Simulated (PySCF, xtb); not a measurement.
Al(H)(OH)(nPr) (C₃H₉AlO), SMILES C(C)[CH2][AlH][OH].

GFN2-xTB (xtb) at its own geometry gives an orbital gap of 4.31 eV and a dipole moment of 1.30 D.

Geometry optimised at B3LYP-D3(BJ)/def2-SVP. The structure was generated by enumeration; whether it is a known compound was not checked. The values are those of a single conformer.

Q: What does PBE0/def2-TZVP (PySCF) give? (The exact figures need the calculation; the answer reports its results.)

A: gap 7.03 eV (levels -7.55 and -0.52 eV), dipole 0.60 D.
